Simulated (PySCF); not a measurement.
## Correlation energy of Zn⁺ (zinc, charge +1)

[Ar] 3d10 4s1, 2S determinant. All numbers are calculated (PySCF 2.14, the spin-free X2C one-electron Hamiltonian (Gaussian nucleus), in Sapporo-DKH3-DZP-2012 (6s4p3d1f, 40 functions)). Frozen: [Ar]; 11 electrons correlated.

MP2 pair energies summed by pair of shells (mhartree):

| pair | energy | share (%) |
| --- | --- | --- |
| 3d-3d | -386.95 | 94.4 |
| 3d-4s | -23.15 | 5.6 |

Total MP2 correlation energy: -410.10 mhartree.

Same-spin part -155.18 and opposite-spin part -254.92 mhartree; SCS-MP2 scales them by 1/3 and 6/5 to -357.63 mhartree.

```
  level  correlation energy (mhartree)
   CCSD                        -368.86
    (T)                          -6.97
CCSD(T)                        -375.83
```

Diagnostics: T1 = 0.0085, D1 = 0.0271, largest double amplitude 0.028.

Cost of the coupled-cluster step: 0.58 s of wall time on 1 thread of Intel(R) Xeon(R) Platinum 8375C CPU @ 2.90GHz (shared host), for 11 correlated electrons.

Iterations:

```
CC2 = 0
CCSD nocc = (np.int64(6), np.int64(5)), nmo = (31, 31)
frozen orbitals [[0, 1, 2, 3, 4, 5, 6, 7, 8], [0, 1, 2, 3, 4, 5, 6, 7, 8]]
max_cycle = 100
direct = 0
conv_tol = 1e-08
conv_tol_normt = 1e-06
diis_space = 8
diis_start_cycle = 0
Init t2, MP2 energy = -0.410101881748187
Init E_corr(UCCSD) = -0.410101881845572
cycle = 1  E_corr(UCCSD) = -0.356039329945765  dE = 0.0540625519  norm(t1,t2) = 0.0625767
cycle = 2  E_corr(UCCSD) = -0.371387175288976  dE = -0.0153478453  norm(t1,t2) = 0.0203076
cycle = 3  E_corr(UCCSD) = -0.368560740634251  dE = 0.00282643465  norm(t1,t2) = 0.00732655
cycle = 4  E_corr(UCCSD) = -0.368752776136852  dE = -0.000192035503  norm(t1,t2) = 0.00185687
cycle = 5  E_corr(UCCSD) = -0.368865122909742  dE = -0.000112346773  norm(t1,t2) = 0.000185833
cycle = 6  E_corr(UCCSD) = -0.368854614148088  dE = 1.05087617e-05  norm(t1,t2) = 4.83491e-05
cycle = 7  E_corr(UCCSD) = -0.368855363176928  dE = -7.4902884e-07  norm(t1,t2) = 7.99383e-06
cycle = 8  E_corr(UCCSD) = -0.368855572421489  dE = -2.09244561e-07  norm(t1,t2) = 6.56852e-07
cycle = 9  E_corr(UCCSD) = -0.368855559009418  dE = 1.34120707e-08  norm(t1,t2) = 9.20958e-08
cycle = 10  E_corr(UCCSD) = -0.368855553868106  dE = 5.14131226e-09  norm(t1,t2) = 1.50555e-08
UCCSD converged
E(UCCSD) = -1794.30661230257  E_corr = -0.3688555538681055
UCCSD(T) correction = -0.00697330121251864
```
